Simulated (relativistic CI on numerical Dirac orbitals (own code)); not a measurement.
## Co XX: q coefficients and field-shift factors

Method of calculation: Dirac-Coulomb-Breit CI, separate exchange-only KLI orbitals for each configuration, derivatives by finite differences, unscaled Slater integrals, QED left out (own radial code, finite nucleus).

Configuration list (outside the closed core 1s2): 2s²2p⁴, 2s2p⁵, 2p⁶, 2p⁵3s, 2p⁵3p, 2p⁵3d, 2s²2p³3s, 2s²2p³3p. Levels of other configurations are missing.

With x = (α/α₀)² − 1 an excitation energy changes as ω = ω₀ + qx; K = 2q/ω₀ is the relative enhancement. Terms are leading LS components, so labels can repeat. The field-shift factor is F = δν/δ⟨r²⟩ for the transition from the lowest level.

Lowest level 2s²2p⁴ ³P2.

```csv
Level,ω₀ (cm⁻¹),q (cm⁻¹),K,F (GHz/fm²)
2s²2p⁴ ³P0,82808,41570,1,-0.743
2s²2p⁴ ³P1,106891,120800,2.26,-0.277
2s²2p⁴ ¹D2,190819,108700,1.14,-0.201
2s²2p⁴ ¹S0,359428,205100,1.14,-3.24
2s2p⁵ ³P°2,992532,148300,0.299,-106
2s2p⁵ ³P°1,1064653,209400,0.393,-107
2s2p⁵ ³P°0,1119247,277700,0.496,-107
2s2p⁵ ¹P°1,1369885,219600,0.321,-110
2p⁶ ¹S0,2312743,305500,0.264,-211
2s²2p³3s ⁵S°2,7282601,7686,0.00211,35.6
2s²2p³3s ³S°1,7334994,-8309,-0.00227,35.4
2s²2p³3s ³D°2,7448909,23070,0.00619,35.4
2s²2p³3s ³D°1,7452832,37920,0.0102,35.5
```

At this charge energies of transitions that change n are usually good to better than 1 %, and those within a shell (Δn = 0) to a few per cent.
